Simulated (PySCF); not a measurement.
From one molecule to another.

First species: CH6O3Si.
Cartesian coordinates in Å at the GFN2-xTB level; atoms count from 1:
```xyz
11
CH6O3Si angstrom
C      1.7713    0.2510    0.1634
O      0.4390    0.6585    0.2548
Si    -0.8492   -0.0449   -0.4279
O     -0.8892   -1.6222   -0.0489
O     -2.1589    0.6757    0.2016
H      1.8724   -0.8038    0.4240
H      2.3551    0.8560    0.8582
H      2.1487    0.4001   -0.8512
H     -0.8256    0.1027   -1.8800
H     -1.7225   -2.0828   -0.0504
H     -2.1356    1.6123    0.3704
```

Second species: C₇H₁₁P.
Numbering: `[CH2:1]=[CH:2][P:3]1[CH2:4][CH2:5][CH:6]=[C:7]1[CH3:8]` (hydrogens: H9, H10 on C1; H11 on C2; H12, H13 on C4; H14, H15 on C5; H16 on C6; H17, H18, H19 on C8)

Levels: PBE0/pcSseg-1 for HOMO energy, LUMO energy and HOMO–LUMO gap. Geometries: GFN2-xTB. Each species is one conformer at its optimised geometry, gas phase, non-relativistic unless stated. Electronic properties by PySCF.

The conformers computed, where there is a choice (atom-mapped SMILES and torsion angles):
- `[CH3:1][O:2][SiH:3]([OH:4])[OH:5]`: C1–O2–Si3–O4 53°, H–O4–Si3–O2 155°, H–O5–Si3–O2 38°

The conformers of `C=CP1CCC=C1C` aren't listed.

```json
{"property": "HOMO energy", "column X": "-6.46 eV", "column Y": "-8.28 eV"}
{"property": "LUMO energy", "column X": "-0.31 eV", "column Y": "1.32 eV"}
{"property": "HOMO–LUMO gap", "column X": "6.15 eV", "column Y": "9.60 eV"}
```

(1) Which column belongs to which species?

(2) How does each property change from the first species to the second?

## Answers

(1) Column X is the second species and column Y the first. The first has 11 atoms and 50 electrons, the second 19 and 68.

(2) HOMO energy +1.82 eV; LUMO energy -1.63 eV; HOMO–LUMO gap -3.45 eV.

